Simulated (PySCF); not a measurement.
# RhCl: frontier orbitals

BLYP at R = 2.259 Å; basis Rh def2-TZVPP with ECP28, Cl def2-TZVPP; scalar-relativistic core potentials; PySCF 2.14. State: ³Δ (triplet), unpaired electrons σ ↑, δ ↑. Only the outer orbitals are listed, counted within each symmetry, core potentials removing the inner ones.

```tsv
spin	orbital	occ.	ε (eV)	on Rh (%)	main shells (%)
α	7σ	1	-8.84	40	57 Cl p, 36 Rh d
α	3π	1	-7.51	47	53 Cl p, 46 Rh d
α	3π	1	-7.51	47	53 Cl p, 46 Rh d
α	1δ	1	-7.24	100	100 Rh d
α	1δ	1	-6.47	100	100 Rh d
α	8σ	1	-6.14	79	50 Rh d, 29 Rh s, 20 Cl p
α	4π	1	-5.61	56	53 Rh d, 44 Cl p
α	4π	1	-5.61	56	53 Rh d, 44 Cl p
α	9σ	0	-3.67	86	59 Rh s, 19 Rh p, 14 Cl p
α	5π	0	-0.78	98	97 Rh p
α	5π	0	-0.78	98	97 Rh p
β	7σ	1	-8.43	26	71 Cl p, 20 Rh d
β	3π	1	-7.28	34	66 Cl p, 32 Rh d
β	3π	1	-7.28	34	66 Cl p, 32 Rh d
β	1δ	1	-5.79	100	100 Rh d
β	4π	1	-5.22	69	66 Rh d, 31 Cl p
β	4π	1	-5.22	69	66 Rh d, 31 Cl p
β	1δ	0	-4.94	100	100 Rh d
β	8σ	0	-4.74	91	59 Rh d, 32 Rh s, 8 Cl p
β	9σ	0	-3.33	86	52 Rh s, 21 Rh p, 14 Rh d
```

Q: Which are the highest filled and the lowest empty level, where do they sit, and how wide is the gap?

A: Highest filled β 4π at -5.22 eV (in %: 66 Rh d, 31 Cl p); lowest empty β 1δ at -4.94 eV (in %: 100 Rh d); the gap at BLYP is 0.28 eV.

| Property | Result |
| --- | --- |
| bond order (Mayer) | 1.13 |
| ⟨S²⟩ | 2.003 |
| charge on Rh (Mulliken, basis-dependent) | 0.36 |
| charge on Rh (Löwdin, basis-dependent) | 0.02 |
| dipole moment (positive dipole means Rh(−)Cl(+)) | -4.10 D |

Spin–orbit coupling is left out. The state is the lowest single determinant that the PBE0 search found; with open d or f shells the true ground state can be another one.
